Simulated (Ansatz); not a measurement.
`CCC(O)Cl` + `CB(O)[SeH]` → `COB(C)[SeH]` + `CC(O)Cl`  (substitution at a C–C bond)

Program: Ansatz. Geometries: PBE0-D4/def2-TZVP. ΔE: electronic, gas phase. CCSD(T)/CBS is the MP2 limit (def2-TZVPP, def2-QZVPP) plus CCSD(T) − MP2 in def2-TZVPP, frozen cores. Functionals use def2-TZVPP. For Se outer-core shells are correlated without core-valence functions, which leaves a few kJ/mol of doubt a bond. Scalar relativity is left out up to krypton. Each species was taken in one conformer, which may not be the lowest.

`CCC(O)Cl`:

Cartesian coordinates in Å:
```
C -1.200 1.002 0.150
C -0.557 -0.328 -0.189
C 0.944 -0.336 -0.056
O 1.423 -1.553 -0.484
Cl 1.430 -0.038 1.680
H -2.277 0.958 -0.017
H -1.029 1.268 1.194
H -0.800 1.807 -0.472
H -0.767 -0.600 -1.229
H -0.954 -1.132 0.436
H 1.403 0.504 -0.586
H 2.384 -1.551 -0.428
```

`CB(O)[SeH]`:

```xyz
9

C     0.922   -0.242   -0.738
B    -0.288    0.026    0.224
O    -0.626    1.268    0.661
Se   -1.376   -1.477    0.837
H     0.789    0.307   -1.677
H     1.063   -1.294   -0.988
H     1.853    0.121   -0.289
H    -0.047    1.955    0.319
H    -2.290   -0.664    1.650
```

`COB(C)[SeH]`:

```xyz
12

C     1.592   -1.101    0.780
O     1.034   -0.206   -0.159
B    -0.258    0.182   -0.131
C    -0.786    1.178   -1.215
Se   -1.432   -0.532    1.290
H     1.086   -2.070    0.744
H     1.519   -0.698    1.795
H     2.643   -1.238    0.526
H     0.006    1.461   -1.912
H    -1.182    2.088   -0.755
H    -1.608    0.737   -1.787
H    -2.613    0.200    0.823
```

`CC(O)Cl`:

Cartesian coordinates in Å:
```
C 0.595 0.559 0.447
C -0.274 -0.143 -0.565
O -0.316 -1.508 -0.413
Cl -1.951 0.573 -0.482
H 0.622 1.632 0.260
H 0.209 0.398 1.457
H 1.609 0.157 0.385
H 0.048 0.047 -1.587
H -0.543 -1.714 0.500
```

| level | ΔE (kcal/mol) | difference from CCSD(T)/CBS |
| --- | --- | --- |
| PBE-D4 | 10.9 | -0.8 |
| ωB97X-V | 11.0 | -0.7 |
| ωB97M-V | 11.5 | -0.2 |
| PBE | 11.0 | -0.7 |
| HF/def2-TZVPP | 10.2 | -1.5 |
| MP2/def2-TZVPP | 12.4 | 0.7 |
| CCSD/def2-TZVPP | 11.5 | -0.2 |
| SCS-MP2/def2-QZVPP | 11.6 | -0.1 |
| HF/CBS(def2) | 10.1 | -1.6 |
| CCSD/CBS(def2) | 11.8 | 0.1 |
| CCSD(T)/CBS | 11.7 | 0 |

Largest T1 diagnostic among the species: 0.011.

In def2-TZVPP, CCSD(T) changes the Hartree–Fock value by +1.1 kcal/mol (the triples alone add −0.1 kcal/mol) and MP2 by +2.1 kcal/mol.
